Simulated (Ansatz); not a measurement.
Gas-phase electronic energies from Ansatz, PBE0-D4/def2-TZVP geometries. CCSD(T)/CBS adds triple-zeta CCSD(T) − MP2 to the extrapolated MP2 energy (def2 sets, frozen cores). This one scheme is used for every species. Functionals use def2-TZVPP. For Ge outer-core shells are correlated without core-valence functions, which leaves a few kJ/mol of doubt a bond. Scalar relativity is left out up to krypton. Each species was taken in one conformer, which may not be the lowest.

Consider the cleavage of the Ge–Si bond: `O[SiH2][GeH2][SH]` + PH₃ → `[PH2][GeH2][SH]` + silanol.

`O[SiH2][GeH2][SH]`:

```xyz
10

O     0.018   -2.076    0.410
Si    0.603   -0.590    0.816
Ge    0.166    0.841   -1.035
S    -2.030    1.208   -1.208
H    -0.025   -2.747    1.092
H     2.064   -0.635    1.115
H    -0.081   -0.042    2.024
H     0.546    0.212   -2.383
H     0.905    2.187   -0.886
H    -2.165    1.642    0.056
```

PH₃:

Z-matrix (Å, degrees):
```
P
H 1 1.420
H 1 1.420 2 93.1
H 1 1.420 2 93.1 3 93.3
```

`[PH2][GeH2][SH]`:

```xyz
8

P     1.069    0.710   -1.306
Ge   -0.837    0.242   -0.071
S    -0.444   -0.649    1.933
H     1.779    1.193   -0.176
H     1.577   -0.610   -1.164
H    -1.732   -0.698   -0.899
H    -1.584    1.548    0.238
H     0.172   -1.737    1.444
```

`O[SiH3]`:

Cartesian coordinates in Å:
```
O 0.800 -0.285 0.960
Si -0.251 0.231 -0.199
H 1.172 -1.162 0.868
H 0.386 0.264 -1.544
H -0.656 1.599 0.199
H -1.451 -0.647 -0.283
```

Q: Is it downhill or uphill in electronic energy at CCSD(T)/CBS, and by how much? (Estimate.)

A: The calculation gave: Downhill: ΔE = -4.2 kcal/mol.

Q: What do these levels give: r2SCAN-D4, ωB97M-V, r2SCAN, PBE0, HF/def2-QZVPP, CCSD/CBS(def2)? (Best estimate.)

A: Ansatz gave: r2SCAN-D4 -4.1, ωB97M-V -4.1, r2SCAN -4.2, PBE0 -3.8, HF/def2-QZVPP -5.0, CCSD/CBS(def2) -4.0 kcal/mol.

Largest T1 diagnostic among the species: 0.013.
